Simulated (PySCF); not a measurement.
NMR data sheet: C$_{5}$H$_{9}$FO

* Formula: C5H9FO
* SMILES: CC(C)O/C=C/F
* Point group of the computed structure: C1
* Degrees of unsaturation: 1
* Carbon signals: 4
* Proton signals: 4

Structure with atom numbers: `[CH3:1][CH:2]([CH3:3])[O:4]/[CH:5]=[CH:6]/[F:7]`. Each H is labelled by its parent atom.

[PySCF 2.14: GIAO PBE0/pcSseg-1 shieldings; geometry: GFN2-xTB; rapidly exchanging positions averaged; one conformer; gas phase; no relativistic terms]

Referencing at the same level of theory: ¹H and ¹³C vs TMS; ¹⁹F vs CFCl3; ¹⁷O against H2O.

| carbon | δC, type | δH (multiplicity) | HMBC from (2–3 bonds) | span of the C tensor (ppm) |
| --- | --- | --- | --- | --- |
| C1/C3 | 22.5, CH3 | 1.27 (d) | H(C2), H(C1)/H(C3) | 42 |
| C2 | 72.9, CH | 3.75 (sept) | H(C5), H(C1)/H(C3) | 74 |
| C5 | 144.6, CH | 7.14 (m) | H(C6), H(C2) | 155 |
| C6 | 143.6, CH | 6.82 (m) | H(C5) | 112 |

Other nuclei:
| atoms | nucleus | environment | δ (ppm) | σ (ppm) |
| --- | --- | --- | --- | --- |
| F7 | ¹⁹F | vinylic fluorine | -199.2 | 370.1 |
| O4 | ¹⁷O | ether oxygen | 121.9 | 214.2 |

- Carbon types of the structure: 3 × CH, 2 × CH3, which accounts for all hydrogens.
- δC 144.6: alkene carbon bearing oxygen; an sp2 carbon further deshielded by the attached heteroatom.
- δC 143.6: β carbon of an enol-ether or enamine type C=C.
- δC 72.9: sp3 CH bonded to O; the inductive effect lowers its shielding.
- δH 7.14: hydrogen on an alkene carbon bearing oxygen; a vinylic proton, deshielded by the sp2 carbon and the C=C anisotropy.
- δH 3.75: hydrogen on an sp3 CH bonded to O; its carbon carries O, hence the downfield position.

Splittings by ¹⁹F in the carbon and heteronuclear signals aren't shown, as no couplings were computed. Shifts are as computed. Against solution values, carbons near 30 ppm lie about +3 ppm off and those near 130 ppm about +5 ppm (rms about the fit 2.1 ppm; single classes can miss by 10 ppm). Of 1328 compounds with measured shifts, 309 miss one by over three times the rms of a fit or turn the order of signals round; such compounds aren't used in these exercises. Signals without a measured value on file couldn't be tested in this way; 1H shifts scatter by 0.2 ppm about their fit, and single ones miss by 0.5 ppm. Unscaled 19F shifts against computed CFCl3 carry errors that often reach 10 to 50 ppm. Experimental scales use liquid or dissolved standards, which lie at an offset from isolated H2O (liquid H2O: subtract about 36 ppm). No couplings were computed; multiplicities are counted from neighbouring protons, with m where these are inequivalent, close in shift, in a saturated or five-membered ring or joined by F or P, and br s for small geminal =CH2 splittings.
